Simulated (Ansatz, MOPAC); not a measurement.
Species: Pb₂H, net charge -1, singlet state. SMILES: [Pb-]#[PbH]

Atoms: Pb1, Pb2, H3. Bonds: Pb1-Pb2, Pb2-H3.

Bond lengths (Å) and angles (degrees) optimised at PM3 with MOPAC; PM6 with MOPAC; PBE/6-31G* with LANL2DZ past Ar with Ansatz (a quantum-chemistry and plane-wave program), each started from the B3LYP-D3(BJ)/def2-TZVP structure (Ansatz) of the last column. A row stands for all coordinates that are equal there. 6-31G* holds six Cartesian d functions. At PM6 the structure is a saddle point. No wavenumbers were computed at PBE/6-31G* with LANL2DZ past Ar, so these may be saddle points.

| coordinate | PM3 | PM6 | PBE/6-31G* with LANL2DZ past Ar | B3LYP-D3(BJ)/def2-TZVP |
|---|---|---|---|---|
| Pb1-Pb2 | 2.106 | 2.546 | 2.659 | 2.681 |
| Pb2-H3 | 1.675 | 1.791 | 1.833 | 1.824 |
| Pb1-Pb2-H3 | 180.0 | 180.0 | 180.0 | 180.0 |

Mean signed difference of all 2 bond lengths from B3LYP-D3(BJ)/def2-TZVP: PM3 -0.362 Å, PM6 -0.084 Å, PBE/6-31G* with LANL2DZ past Ar -0.006 Å.
